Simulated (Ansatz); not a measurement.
`BC(F)[SiH2][SiH3]` and `BC(F)[SiH3]` differ in one atom or group.

Ansatz, PBE0-D4/def2-TZVP geometries, multiplicity 1. Each molecule was computed in one conformer, which needn't be the lowest.

```json
{"property": "LUMO energy (PBE/def2-TZVPP) / eV", "`BC(F)[SiH2][SiH3]`": "-2.33"}
{"property": "LUMO energy (ωB97M-V/def2-TZVPP) / eV", "`BC(F)[SiH2][SiH3]`": "0.52"}
{"property": "HOMO energy (B3LYP/def2-TZVPP) / eV", "`BC(F)[SiH2][SiH3]`": "-7.88"}
{"property": "size of the dipole moment (ωB97M-V/def2-TZVPP) / D", "`BC(F)[SiH2][SiH3]`": "1.77"}
{"property": "HOMO–LUMO gap (PBE/def2-TZVPP) / eV", "`BC(F)[SiH2][SiH3]`": "4.47"}
{"property": "size of the dipole moment (B3LYP/def2-TZVPP) / D", "`BC(F)[SiH2][SiH3]`": "1.77"}
```

Give the same properties after the change, and the shifts. (Estimate.)

Computed: 
```tsv
property	`BC(F)[SiH3]`	shift
LUMO energy (PBE/def2-TZVPP) / eV	-2.51	-0.18
LUMO energy (ωB97M-V/def2-TZVPP) / eV	0.36	-0.16
HOMO energy (B3LYP/def2-TZVPP) / eV	-8.20	-0.32
size of the dipole moment (ωB97M-V/def2-TZVPP) / D	1.56	-0.21
HOMO–LUMO gap (PBE/def2-TZVPP) / eV	4.51	0.04
size of the dipole moment (B3LYP/def2-TZVPP) / D	1.57	-0.20
```

With PBE0 the HOMO falls by 0.32 eV and the LUMO falls by 0.17 eV, so the gap widens by about 0.15 eV. PBE moves the HOMO by -0.21 eV and ωB97M-V by -0.44 eV. Dipoles are sizes alone; their direction can turn.

B3LYP here is the variant with VWN-RPA as its local correlation; programs differ in this.
